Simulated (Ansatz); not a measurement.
Problem. Name a neutral molecule of B, C, Ga and H with HOMO–LUMO gap (PBE0/def2-TZVPP) between 5.20 and 5.50 eV and HOMO–LUMO gap (PBE/def2-TZVPP) between 3.20 and 3.50 eV (Ansatz, PBE0-D4/def2-TZVP geometry).

Solution. `CB[BH][GaH2]` (5.34 eV, 3.29 eV); `C[BH][GaH][CH3]` (5.36 eV, 3.27 eV). Other molecules can fit too; these were computed, each in one conformer that needn't be the lowest.
